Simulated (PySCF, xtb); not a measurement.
CH5FO2Si2, SMILES O[Si@]1(F)CO[SiH2]1. Other conformers were not sampled.

Harmonic wavenumbers (cm⁻¹) from GFN2-xTB run with xtb at its own minimum, in rising order: 95, 120, 190, 210, 218, 252, 378, 441, 456, 564, 650, 686, 706, 742, 771, 802, 855, 925, 994, 1142, 1231, 1477, 2215, 2262, 2937, 2961, 3688.

Q: What does PBE-D3(BJ)/def2-SVP run with PySCF 2.14.0 give at its own minimum? (An estimate is asked for; the answer gives what the named calculation found.)

A: 59, 129, 184, 211, 248, 289, 416, 442, 444, 638, 661, 711, 715, 750, 802, 872, 912, 940, 995, 1152, 1203, 1403, 2142, 2150, 2958, 3015, 3757. Paired by order, the mean absolute difference is 34 cm⁻¹ and the zero-point energies are 40.0 and 40.3 kcal/mol.
